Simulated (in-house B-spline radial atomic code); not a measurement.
Computed with a B-spline radial atomic code. Model: two electrons, singlet ground state, non-relativistic, full CI in B-splines with partial waves to l = 8 (at full coupling up to 3e-4 hartree above the limit, correlation up to 0.6 % small), density held at that of full coupling by Lieb maximisation.

W(λ) is the mean repulsion in the state of coupling λ less the Hartree energy of the fixed density. Its start is exact exchange, its initial slope is twice the second-order Görling-Levy correlation energy, and its area from 0 to 1 is E_xc. A straight curve means weak, dynamic correlation, and a curve that drops fast and flattens means strong correlation.

Command:
```bash
python run_ac.py task.json out
```
Settings (lengths in bohr, energies in hartree):
```
potential              coulomb
strength               1.06
lmax                   8
```

Time taken, with all properties: 32 s on 1 thread of Intel(R) Xeon(R) Processor @ 2.30GHz, on a shared host.

**W = mean repulsion less Hartree energy, and W of three functionals.**

Given: confinement point charge; nuclear charge 1.06; external potential -Z/r.

Computed: PBE exchange minus exact -7.3501 millihartree; SCAN exchange minus exact -9.5741 millihartree.

```json
{"coupling": "0", "W xc (hartree)": "-0.42382", "W xc minus exchange (millihartree)": "0", "kinetic minus Kohn-Sham (millihartree)": "0", "LDA (PW92) W minus its exchange (millihartree)": "0", "PBE W minus its exchange (millihartree)": "0", "SCAN W minus its exchange (millihartree)": "0"}
{"coupling": "0.02", "W xc (hartree)": "-0.42613", "W xc minus exchange (millihartree)": "-2.305", "kinetic minus Kohn-Sham (millihartree)": "0.02", "LDA (PW92) W minus its exchange (millihartree)": "-9.68", "PBE W minus its exchange (millihartree)": "-1.48", "SCAN W minus its exchange (millihartree)": "-1.76"}
{"coupling": "0.05", "W xc (hartree)": "-0.42948", "W xc minus exchange (millihartree)": "-5.655", "kinetic minus Kohn-Sham (millihartree)": "0.14", "LDA (PW92) W minus its exchange (millihartree)": "-19.04", "PBE W minus its exchange (millihartree)": "-3.74", "SCAN W minus its exchange (millihartree)": "-4.27"}
{"coupling": "0.12", "W xc (hartree)": "-0.43683", "W xc minus exchange (millihartree)": "-13.004", "kinetic minus Kohn-Sham (millihartree)": "0.76", "LDA (PW92) W minus its exchange (millihartree)": "-34.77", "PBE W minus its exchange (millihartree)": "-9.01", "SCAN W minus its exchange (millihartree)": "-9.7"}
{"coupling": "0.25", "W xc (hartree)": "?", "W xc minus exchange (millihartree)": "?", "kinetic minus Kohn-Sham (millihartree)": "?", "LDA (PW92) W minus its exchange (millihartree)": "?", "PBE W minus its exchange (millihartree)": "?", "SCAN W minus its exchange (millihartree)": "?"}
{"coupling": "0.4", "W xc (hartree)": "-0.46081", "W xc minus exchange (millihartree)": "-36.992", "kinetic minus Kohn-Sham (millihartree)": "6.82", "LDA (PW92) W minus its exchange (millihartree)": "-72.53", "PBE W minus its exchange (millihartree)": "-28", "SCAN W minus its exchange (millihartree)": "-27.55"}
{"coupling": "0.6", "W xc (hartree)": "-0.47396", "W xc minus exchange (millihartree)": "-50.134", "kinetic minus Kohn-Sham (millihartree)": "13.34", "LDA (PW92) W minus its exchange (millihartree)": "-90.15", "PBE W minus its exchange (millihartree)": "-39.42", "SCAN W minus its exchange (millihartree)": "-37.73"}
{"coupling": "0.8", "W xc (hartree)": "-0.48474", "W xc minus exchange (millihartree)": "-60.913", "kinetic minus Kohn-Sham (millihartree)": "20.85", "LDA (PW92) W minus its exchange (millihartree)": "-104.06", "PBE W minus its exchange (millihartree)": "-49.36", "SCAN W minus its exchange (millihartree)": "-46.44"}
{"coupling": "1", "W xc (hartree)": "?", "W xc minus exchange (millihartree)": "?", "kinetic minus Kohn-Sham (millihartree)": "?", "LDA (PW92) W minus its exchange (millihartree)": "?", "PBE W minus its exchange (millihartree)": "?", "SCAN W minus its exchange (millihartree)": "?"}
{"coupling": "1.4", "W xc (hartree)": "-0.50785", "W xc minus exchange (millihartree)": "-84.031", "kinetic minus Kohn-Sham (millihartree)": "45.73", "LDA (PW92) W minus its exchange (millihartree)": "-133.75", "PBE W minus its exchange (millihartree)": "-72.71", "SCAN W minus its exchange (millihartree)": "-66.56"}
{"coupling": "2", "W xc (hartree)": "-0.52284", "W xc minus exchange (millihartree)": "-99.017", "kinetic minus Kohn-Sham (millihartree)": "70.92", "LDA (PW92) W minus its exchange (millihartree)": "-153.75", "PBE W minus its exchange (millihartree)": "-89.7", "SCAN W minus its exchange (millihartree)": "-80.93"}
```

(1) What belongs in the row 0.25?

(2) What belongs in the row 1?

(3) What is the LDA exchange minus exact?

**Energy parts, natural occupations and partial-wave weights.**

Computed: total energy -0.6135 hartree; exchange energy -0.42382 hartree; correlation energy -0.040984 hartree; kinetic part over minus potential part 0.41371; Hartree energy 0.84764 hartree; Kohn-Sham kinetic 0.5845 hartree; Lieb Oxford ratio E_xc over LDA exchange 1.2497.

```tsv
natural	occupation of the shell (electrons)
s	1.9123
s	?
p	0.022842
d	0.00064186
p	0.00049662
s	0.00039729
```

(4) What belongs in the row s?

```csv
wave,weight
s,0.9879
p,?
d,0.00035429
f,4.2893e-05
g,9.2685e-06
```

(5) What belongs in the row p?

(6) What is the kinetic part of the DFT correlation energy?

(7) What is the initial slope twice GL2?

## Answers

(1) W xc (hartree): -0.44893; W xc minus exchange (millihartree): -25.106; kinetic minus Kohn-Sham (millihartree): 2.98; LDA (PW92) W minus its exchange (millihartree): -55.23; PBE W minus its exchange (millihartree): -18.29; SCAN W minus its exchange (millihartree): -18.64.

(2) W xc (hartree): -0.49372; W xc minus exchange (millihartree): -69.903; kinetic minus Kohn-Sham (millihartree): 28.92; LDA (PW92) W minus its exchange (millihartree): -115.55; PBE W minus its exchange (millihartree): -58.08; SCAN W minus its exchange (millihartree): -54.

(3) 51.892 millihartree.

(4) occupation of the shell (electrons): 0.063125.

(5) weight: 0.011688.

(6) 0.028919 hartree.

(7) -0.11666 hartree.

Half-way to full coupling W has made 62 % of its drop, against 50 % for a straight line, and second-order (GL2) theory, half the initial slope, overshoots the correlation energy by about 42 %: a marked bend. Over couplings 0 to 1 the errors in E_xc come to about +17 millihartree for LDA, +1.3 millihartree for PBE, +0.4 millihartree for SCAN, so SCAN is nearest. In LDA and PBE and SCAN the errors of exchange and correlation have opposite signs, so the sum is smaller than the larger of the two.
